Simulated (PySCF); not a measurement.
From one molecule to another.

First species: 1-chloro-3-methoxypropane, C4H9ClO.
Structure used (GFN2-xTB), in Å, numbered top down from 1:
```
atom  x, y, z in Å
C1     2.278    0.490    0.260
O2     0.969    0.543   -0.241
C3     0.263   -0.666   -0.067
C4    -1.161   -0.475   -0.579
C5    -1.931    0.530    0.262
Cl6   -2.264   -0.125    1.888
H7     2.285    0.257    1.332
H8     2.713    1.474    0.099
H9     2.875   -0.266   -0.266
H10    0.758   -1.476   -0.625
H11    0.247   -0.947    0.997
H12   -1.676   -1.436   -0.581
H13   -1.115   -0.096   -1.601
H14   -2.898    0.763   -0.183
H15   -1.347    1.439    0.398
```

Second species: C3H12N2SSi.
Structure used (GFN2-xTB), in Å, numbered top down from 1:
```xyz
19
C3H12N2SSi angstrom
C      0.6677   -1.7655   -1.0986
N      0.2167   -0.6742   -0.2715
C     -1.2052   -0.6934   -0.0708
C     -1.5993    0.3319    0.9760
N     -1.0436    1.6012    0.5617
Si     1.1163    0.7397    0.0830
S      3.1602    0.0815   -0.3325
H      1.7437   -1.7146   -1.2287
H      0.1939   -1.7391   -2.0870
H      0.4185   -2.7205   -0.6252
H     -1.5166   -1.6935    0.2561
H     -1.7329   -0.4750   -1.0150
H     -2.6910    0.3479    1.1021
H     -1.1393    0.0638    1.9282
H     -1.1241    2.3097    1.2802
H     -1.4896    1.9338   -0.2851
H      1.2431    1.0222    1.5127
H      1.0472    1.8789   -0.8388
H      3.7246    1.1743    0.1459
```

Levels: B3LYP/def2-SVPD for HOMO energy, LUMO energy, HOMO–LUMO gap and static isotropic polarisability; TDDFT B3LYP/def2-SVPD for lowest singlet excitation; TDA B3LYP/def2-SVPD for lowest triplet excitation (Tamm–Dancoff). Geometries: GFN2-xTB. Each structure is a single optimised conformer of the isolated species, non-relativistic unless stated; the electronic structure was computed with PySCF and density fitting.

Dipoles, sizes and rotational constants follow the conformer. The torsions of the flexible species, by atom-mapped SMILES:
- `[CH3:1][O:2][CH2:3][CH2:4][CH2:5][Cl:6]`: C1–O2–C3–C4 177°, O2–C3–C4–C5 -66°, C3–C4–C5–Cl6 -69°

The conformers of `CN(CCN)[SiH2]S` aren't listed.

| property | column X | column Y |
| --- | --- | --- |
| HOMO energy | -6.04 eV | -7.36 eV |
| LUMO energy | -0.15 eV | 0.42 eV |
| HOMO–LUMO gap | 5.89 eV | 7.78 eV |
| lowest singlet excitation | 5.15 eV | 6.81 eV |
| lowest triplet excitation (Tamm–Dancoff) | 5.09 eV | 6.61 eV |
| static isotropic polarisability | 104.2 au | 70.1 au |

Question: Which column belongs to which species?

Answer: Column X is the second species and column Y the first. The first has 15 atoms and 58 electrons, the second 19 and 74.

Question: How does each property change from the first species to the second?

Answer: HOMO energy +1.32 eV; LUMO energy -0.57 eV; HOMO–LUMO gap -1.89 eV; lowest singlet excitation -1.66 eV; lowest triplet excitation (Tamm–Dancoff) -1.52 eV; static isotropic polarisability +34.1 au.

On the first: S1 lies 0.97 eV below the HOMO–LUMO gap. No computed singlet falls in the visible range (750 to 380 nm, 1.65 to 3.26 eV); S1 lies 3.55 eV above its blue end.

On the second: The vertical singlet–triplet gap S1 − T1 is 0.06 eV (TDDFT singlet less Tamm–Dancoff triplet; S1: HOMO−1→LUMO, weight 0.58, beside HOMO→LUMO, weight 0.40; T1: HOMO→LUMO, weight 0.47, beside HOMO−1→LUMO, weight 0.44). S1 lies 0.74 eV below the HOMO–LUMO gap; its leading configuration is HOMO−1→LUMO, weight 0.58, beside HOMO→LUMO, weight 0.40.
